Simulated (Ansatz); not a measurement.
Program: Ansatz. Geometries: PBE0-D4/def2-TZVP. ΔE: electronic, gas phase. CCSD(T)/CBS is the MP2 limit (def2-TZVPP, def2-QZVPP) plus CCSD(T) − MP2 in def2-TZVPP, frozen cores. This one scheme is used for every species. DFT in def2-TZVPP. One conformer a species, not always the lowest.

`CCCCc1ccccc1` + `N=O` → `O=Nc1ccccc1` + `CCCC`  (substitution at a C–C bond)

```
          level  ΔE (kcal/mol)
         B2PLYP           -9.7
         r2SCAN          -12.3
CCSD/def2-TZVPP           -5.0
  MP2/CBS(def2)           -5.8
```

(1) What does CCSD(T)/CBS give? (An estimate is asked.)

Largest T1 diagnostic among the species: 0.015.

Results:

(1) Ansatz gave: -5.9 kcal/mol. The listed levels differ from it by -3.8, -6.4, 0.9, 0.1 kcal/mol.

From PBE to PBE0 (25 % exact exchange), in def2-TZVPP and without D4, ΔE moves by +2.1 kcal/mol. In def2-TZVPP, CCSD(T) changes the Hartree–Fock value by +2.7 kcal/mol (the triples alone add −0.5 kcal/mol) and MP2 by +2.8 kcal/mol. The D4 term adds +2.6 kcal/mol with B3LYP and +1.7 kcal/mol with PBE0; it sums over pairs of atoms, weighted by their polarisabilities, and B3LYP, whose exchange is more repulsive, gets the larger term.

B3LYP here is the variant with VWN-RPA as its local correlation; programs differ in this.
